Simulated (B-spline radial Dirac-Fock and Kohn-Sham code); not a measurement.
# Ce⁺: input and output of one calculation

ΔSCF core binding energies without Breit or QED terms, calculated with a radial finite-basis atomic code. Keys: rel is the Hamiltonian (dirac, or spin-free x2c and nr, where L3 and M5 stand for the whole 2p and 3d shells), method is hf or an exchange,correlation pair (spin-unpolarised, also for the hole states), nuc the nuclear model, radius_factor scales its radius, rmax is the box in bohr, h the logarithmic mesh step, order the B-spline order, points the quadrature points per cell, c_factor scales the speed of light, and damp, ndamp, maxit and tol steer the iteration. The run stops when the commutator error falls below 10·tol·max(1, Z/10), or the numerical noise floor, and the energy has settled to about 1e-8 Ha; the virial ratio is −V/T.

Input (task.json):

```json
{"items": [{"Z": 58, "q": 1, "cfg": [[1, 0, 2], [2, 0, 2], [2, 1, 6], [3, 0, 2], [3, 1, 6], [3, 2, 10], [4, 0, 2], [4, 1, 6], [4, 2, 10], [4, 3, 1], [5, 0, 2], [5, 1, 6], [5, 2, 2]], "A": 140, "rrms": 4.8771, "do": "settings", "holes": ["K", "L3", "M5"],
  "settings": [{"rel": "dirac", "method": "hf", "nuc": "fermi", "radius_factor": 1.0, "rmax": 45.0, "h": 0.3, "order": 8, "points": 10, "c_factor": 0.33, "maxit": 85, "damp": 0.5, "ndamp": 3, "tol": 1e-08}]}]}
```

Command: `python xray2_run.py task.json out`

Ground-state iterations:

```
iter   energy (Ha)        error
   1   -11259.06884870  9.50e+00
   2   -11293.17877488  1.24e+00
   3   -11299.18132936  3.65e-01
   4   -11299.50806711  1.41e-01
   5   -11299.53906563  3.56e-02
   6   -11299.54295127  6.47e-03
   7   -11299.54332435  9.38e-04
   8   -11299.54333983  4.97e-05
   9   -11299.54334003  1.72e-05
  10   -11299.54334004  1.65e-06
  11   -11299.54334004  1.46e-07
```

The ground state converged in 11 iterations, with total energy -11299.54334 Ha, virial ratio 1.29192 and highest orbital energy -3.57 eV. ΔSCF binding energies: K (1s) 47388.5 eV, L3 (2p3/2) 5781.4 eV, M5 (3d5/2) 738.7 eV.

**Question.** One setting is unsound. Which, and why?

**Answer.** c_factor makes c so small that Zα exceeds 1, so any numbers that come out have no meaning. With the default settings (Dirac Hartree-Fock): The ground state converged in 10 iterations, with total energy -8860.88711 Ha, virial ratio 1.93219 and highest orbital energy -10.22 eV. ΔSCF binding energies: K (1s) 40610.5 eV, L3 (2p3/2) 5748.9 eV, M5 (3d5/2) 898.3 eV.
